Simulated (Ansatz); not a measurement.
Steps of a relaxation of CH6AlNOSi with RKS PBE-D4/def2-SVP.

```sh
$ ansatz run in.yaml --threads 4 --pin off --events-out ev --progress --plain --max-ram 10444MiB
```

```yaml
crystal:
  periodic: [false, false, false]
  atoms:
    - {symbol: N, position_ang: [0.171200, 0.820100, 1.696500]}
    - {symbol: C, position_ang: [-0.483400, -0.441700, 1.437800]}
    - {symbol: Al, position_ang: [-0.344500, -0.916800, -0.506300]}
    - {symbol: O, position_ang: [-0.735900, -0.678900, -2.253200]}
    - {symbol: Si, position_ang: [0.820700, -0.131400, -2.374600]}
    - {symbol: H, position_ang: [0.090500, 1.055100, 2.713900]}
    - {symbol: H, position_ang: [-0.457900, 1.595000, 1.246200]}
    - {symbol: H, position_ang: [-1.515200, -0.412200, 1.719400]}
    - {symbol: H, position_ang: [0.053700, -1.196600, 2.075000]}
    - {symbol: H, position_ang: [0.827100, 1.316600, -2.633400]}
    - {symbol: H, position_ang: [1.639000, -1.066100, -3.100700]}
basis:
  gaussian: {orbitals: def2-SVP}
hamiltonian: {xc: pbe, dispersion: d4}
relax: {f_tol: 0.03, max_steps: 200}
```

Positions (Å) and forces (eV/Å) along the path, 12 of 14 steps:

```xyz
11
step=1 energy=-19124.2326 eV
N     0.171    0.820    1.696   -1.125    2.509   -0.897
C    -0.483   -0.442    1.438    0.299   -0.648    0.602
Al   -0.344   -0.917   -0.506    1.903    0.798   -0.912
O    -0.736   -0.679   -2.253   -3.275   -0.918    0.853
Si    0.821   -0.131   -2.375    1.332    0.197    1.792
H     0.090    1.055    2.714    0.229   -0.326   -0.556
H    -0.458    1.595    1.246    1.413   -1.295    0.820
H    -1.515   -0.412    1.719   -1.625   -0.428    0.670
H     0.054   -1.197    2.075   -0.421   -0.154   -0.497
H     0.827    1.317   -2.633    0.386    0.564   -0.692
H     1.639   -1.066   -3.101    0.884   -0.300   -1.184
11
step=3 energy=-19125.3648 eV
N     0.054    0.839    1.690   -0.108   -0.111    0.390
C    -0.599   -0.468    1.535    0.108   -0.346   -0.483
Al   -0.022   -0.747   -0.378   -0.183    0.231    0.146
O    -0.773   -0.598   -2.009    0.247    0.014    0.404
Si    0.879   -0.180   -2.402    0.129    0.087   -0.250
H     0.172    1.072    2.691    0.142    0.016   -0.244
H    -0.529    1.584    1.301   -0.150    0.166   -0.079
H    -1.679   -0.555    1.809    0.085    0.018   -0.034
H    -0.035   -1.224    2.125   -0.094    0.052    0.044
H     1.002    1.250   -2.901    0.008   -0.107    0.007
H     1.594   -1.030   -3.440   -0.184   -0.019    0.098
11
step=4 energy=-19125.4495 eV
N    -0.026    0.859    1.702   -0.110    0.035    0.182
C    -0.591   -0.494    1.534    0.023   -0.281   -0.331
Al    0.074   -0.651   -0.348   -0.303    0.163    0.103
O    -0.751   -0.457   -1.932    0.686    0.060    0.133
Si    0.920   -0.187   -2.441   -0.345   -0.030   -0.108
H     0.205    1.067    2.689    0.001    0.035   -0.298
H    -0.682    1.587    1.386    0.022   -0.089    0.078
H    -1.675   -0.644    1.782    0.217    0.068   -0.069
H    -0.006   -1.215    2.143   -0.039    0.066    0.057
H     1.109    1.215   -2.999    0.046   -0.132    0.037
H     1.487   -1.137   -3.496   -0.198    0.105    0.215
11
step=5 energy=-19125.5262 eV
N    -0.103    0.865    1.663   -0.198    0.167    0.017
C    -0.572   -0.539    1.537   -0.001   -0.313   -0.081
Al    0.111   -0.582   -0.322   -0.197    0.196    0.036
O    -0.728   -0.270   -1.872    0.726    0.031    0.019
Si    0.948   -0.179   -2.439   -0.498   -0.083   -0.068
H     0.239    1.091    2.615   -0.092    0.042   -0.352
H    -0.851    1.541    1.426    0.251   -0.248    0.154
H    -1.643   -0.741    1.785    0.190    0.070   -0.036
H     0.055   -1.199    2.176   -0.078    0.100   -0.016
H     1.272    1.175   -3.054    0.022   -0.139    0.100
H     1.336   -1.218   -3.494   -0.125    0.176    0.227
11
step=6 energy=-19125.6226 eV
N    -0.167    0.845    1.563   -0.141    0.150    0.128
C    -0.560   -0.603    1.550    0.044   -0.410    0.086
Al    0.130   -0.516   -0.282   -0.082    0.245    0.050
O    -0.705   -0.086   -1.803    0.689   -0.021   -0.097
Si    0.955   -0.170   -2.415   -0.530   -0.038    0.052
H     0.288    1.136    2.454   -0.252    0.002   -0.554
H    -0.986    1.462    1.394    0.388   -0.232    0.160
H    -1.616   -0.831    1.820    0.135    0.089   -0.001
H     0.111   -1.186    2.222   -0.153    0.164   -0.094
H     1.432    1.150   -3.014   -0.032   -0.223    0.075
H     1.183   -1.260   -3.469   -0.067    0.275    0.195
11
step=7 energy=-19125.7214 eV
N    -0.208    0.800    1.456    0.031    0.191    0.423
C    -0.565   -0.672    1.575    0.175   -0.396    0.175
Al    0.144   -0.447   -0.225   -0.069    0.165   -0.095
O    -0.670    0.049   -1.737    0.568   -0.097   -0.051
Si    0.966   -0.157   -2.359   -0.498    0.045   -0.142
H     0.334    1.170    2.270   -0.360   -0.096   -0.598
H    -1.056    1.384    1.331    0.315   -0.101    0.085
H    -1.612   -0.885    1.869    0.050    0.086   -0.001
H     0.131   -1.179    2.284   -0.198    0.178   -0.135
H     1.525    1.108   -2.997   -0.006   -0.110    0.134
H     1.076   -1.226   -3.447   -0.009    0.135    0.205
11
step=8 energy=-19125.7428 eV
N    -0.229    0.759    1.415    0.113    0.070   -0.024
C    -0.541   -0.736    1.591   -0.122    0.373    0.198
Al    0.161   -0.469   -0.205    0.143    0.083    0.000
O    -0.652    0.150   -1.668    0.251   -0.113   -0.245
Si    0.929   -0.149   -2.350   -0.181    0.072    0.092
H     0.306    1.225    2.169   -0.179   -0.187   -0.204
H    -1.059    1.334    1.194    0.129   -0.171    0.145
H    -1.591   -0.912    1.893    0.020   -0.096    0.009
H     0.150   -1.156    2.348   -0.049   -0.031   -0.069
H     1.611    1.085   -2.913   -0.060   -0.055    0.050
H     0.979   -1.188   -3.454   -0.065    0.057    0.049
11
step=9 energy=-19125.7563 eV
N    -0.219    0.762    1.399   -0.042    0.235    0.164
C    -0.553   -0.713    1.592    0.055   -0.124    0.062
Al    0.163   -0.448   -0.206    0.013   -0.083   -0.096
O    -0.659    0.097   -1.698    0.241   -0.023   -0.071
Si    0.938   -0.152   -2.350   -0.227    0.037    0.090
H     0.334    1.208    2.149   -0.101   -0.075   -0.139
H    -1.062    1.333    1.237    0.100   -0.020    0.047
H    -1.600   -0.901    1.894    0.011    0.029   -0.001
H     0.140   -1.157    2.334   -0.055    0.023   -0.045
H     1.595    1.108   -2.879   -0.034   -0.077   -0.040
H     0.988   -1.193   -3.450    0.040    0.078    0.028
11
step=11 energy=-19125.7619 eV
N    -0.226    0.772    1.415   -0.048   -0.021   -0.062
C    -0.560   -0.708    1.591    0.043   -0.031   -0.028
Al    0.145   -0.448   -0.214   -0.030    0.011    0.021
O    -0.660    0.079   -1.723    0.088   -0.016    0.016
Si    0.941   -0.151   -2.349   -0.069    0.029   -0.036
H     0.353    1.195    2.151    0.019    0.008    0.024
H    -1.067    1.351    1.296    0.018    0.019    0.009
H    -1.606   -0.893    1.898   -0.001    0.010   -0.007
H     0.134   -1.164    2.322   -0.014    0.005    0.015
H     1.576    1.099   -2.921   -0.007    0.010    0.026
H     1.034   -1.189   -3.446    0.001   -0.023    0.020
11
step=12 energy=-19125.7630 eV
N    -0.226    0.772    1.409    0.022    0.053    0.047
C    -0.560   -0.709    1.585    0.020   -0.039    0.035
Al    0.154   -0.443   -0.214    0.029   -0.021    0.043
O    -0.659    0.065   -1.718   -0.017    0.017   -0.110
Si    0.937   -0.145   -2.355   -0.003    0.002    0.051
H     0.374    1.181    2.137   -0.001   -0.013   -0.021
H    -1.065    1.361    1.325   -0.002    0.000   -0.024
H    -1.612   -0.887    1.877   -0.006   -0.005   -0.023
H     0.117   -1.163    2.332   -0.012    0.001    0.011
H     1.553    1.113   -2.927   -0.015   -0.001   -0.003
H     1.054   -1.201   -3.431   -0.015    0.006   -0.005
11
step=13 energy=-19125.7638 eV
N    -0.223    0.771    1.409    0.002    0.027    0.015
C    -0.560   -0.711    1.587    0.019   -0.007    0.025
Al    0.156   -0.446   -0.212    0.030   -0.020    0.029
O    -0.658    0.059   -1.719   -0.038    0.017   -0.041
Si    0.938   -0.144   -2.352    0.004   -0.002    0.010
H     0.377    1.181    2.136    0.004   -0.013   -0.009
H    -1.059    1.363    1.317   -0.008   -0.007   -0.008
H    -1.614   -0.888    1.870   -0.005    0.005   -0.014
H     0.111   -1.162    2.341   -0.010   -0.003    0.001
H     1.547    1.117   -2.925   -0.001    0.000   -0.004
H     1.051   -1.197   -3.431    0.003    0.001   -0.005
11
step=14 energy=-19125.7644 eV
N    -0.219    0.771    1.407    0.004    0.002    0.018
C    -0.556   -0.712    1.588    0.008    0.000    0.017
Al    0.168   -0.449   -0.207    0.004   -0.002   -0.022
O    -0.660    0.049   -1.713    0.012   -0.008   -0.002
Si    0.937   -0.142   -2.351   -0.019    0.011   -0.006
H     0.387    1.177    2.131    0.001   -0.002   -0.006
H    -1.054    1.364    1.320   -0.007    0.004   -0.002
H    -1.618   -0.884    1.846   -0.005    0.004   -0.004
H     0.095   -1.160    2.360   -0.004   -0.004    0.002
H     1.531    1.124   -2.930    0.003   -0.001    0.005
H     1.056   -1.194   -3.431    0.004   -0.004    0.001
```

Run time 21 s (4 threads of an Arm Neoverse V1 on a shared host); peak host memory 0.19 GiB.
